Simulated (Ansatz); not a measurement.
The cluster RuF₃, relaxed as a doublet with UKS PBE0-D4/def2-TZVP in Ansatz, starting from the GFN2-xTB geometry. Force threshold 0.02 eV/Å.

In the def2 sets Ru takes a core potential; there is no spin–orbit coupling. The charge 0 doublet is spin-contaminated (final ⟨S²⟩ up to 1.41, 0.75 for a pure state). Another isomer (quartet) lies 0.69 eV lower at PBE0-D4/def2-TZVP; other spin states weren't run for this one.

Start:

Cartesian coordinates in Å:
```
Ru 0.0498 -0.0603 -0.1856
F -1.4649 0.7438 0.4893
F 0.8983 -0.0962 1.4528
F 0.5168 -0.5873 -1.7566
```

Question: Estimate the energy that the relaxation releases and the steps that it takes.

Answer: 0.12 eV, in 4 steps; 7.5 s on 4 threads of Arm Neoverse V2 on a shared host. No frequencies were taken in this run, so the end may be a saddle point.

Question: Does the start keep its bonding and symmetry?

Answer: By distances, no bond broke or formed. The bond that changes most is Ru1–F4, from 1.72 to 1.80 Å (atoms count from 1). Point group C2v at the start, C2v at the end, both within 0.05 Å; within 0.015 Å the end is Cs.

Question: Predict the relaxed structure.

Answer: 
Cartesian coordinates in Å:
```
Ru 0.042 -0.050 -0.154
F -1.463 0.745 0.497
F 0.892 -0.093 1.457
F 0.529 -0.602 -1.800
```
Bond lengths: 3 × F–Ru 1.80 to 1.82 Å.
